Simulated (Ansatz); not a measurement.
`CB(F)CI` + H₂ → `CB(C)F` + HI at 298.15 K and 1 bar (hydrogenolysis of a C–I bond).

Computed with Ansatz on PBE0-D4/def2-TZVP structures; ΔE is electronic, products minus reactants. CCSD(T)/CBS adds triple-zeta CCSD(T) − MP2 to the extrapolated MP2 energy (def2 sets, frozen cores). This one scheme is used for every species. def2 core potentials past Kr. For I outer-core shells are correlated without core-valence functions, which leaves a few kJ/mol of doubt a bond. Each species was taken in one conformer, which may not be the lowest.

```csv
species,CCSD(T)/CBS energy (Eh),H − E (kJ/mol),S (J/(mol·K))
`CB(F)CI`,-501.22393,206.5,358.0
H₂,-1.17544,35.1,130.4
`CB(C)F`,-204.38401,226.6,312.2
HI,-298.03592,22.7,206.5
```

H − E and S are ideal-gas, rigid-rotor, harmonic terms from PBE0-D4/def2-TZVP, for one conformer and one mirror image of each species. For small species the MP2-based limit differs from directly extrapolated CCSD(T) by up to some mEh (0.8 for H₂); such offsets cancel only in part. 1 Eh = 2625.50 kJ/mol, R = 8.31446 J/(mol·K).

Question: By hand: ΔE, ΔH, ΔS and ΔG.

Answer: ΔE = (-204.38401) + (-298.03592) − (-501.22393) − (-1.17544) = -0.02056 Eh = -54.0 kJ/mol. Δ(H − E) = 226.6 + 22.7 − 206.5 − 35.1 = 7.7, so ΔH = -46.3 kJ/mol. ΔS = 312.2 + 206.5 − 358.0 − 130.4 = 30.3 J/(mol·K). ΔG = -46.3 − 298.15 × (30.3)/1000 = -55.3 kJ/mol.

Question: By hand: the equilibrium constant, and the temperature at which ΔG would vanish if ΔH and ΔS stayed fixed.

Answer: log₁₀ K = −ΔG/(RT ln 10) = 9.7. ΔH and −TΔS have one sign here, so there is no such temperature.

ΔH outweighs TΔS. A doubt of 5 kJ/mol in ΔE shifts log₁₀ K by 0.9 here. Other conformers and mirror images would add mixing entropy, several J/(mol·K) or more a flexible species. Modes under 60 cm⁻¹, often nearly free rotors, make the harmonic entropy too high. These are equilibria of isolated gas molecules and say nothing of rates. Largest T1 diagnostic: 0.011 (customary marks: 0.02 for closed shells, 0.045 for open ones).
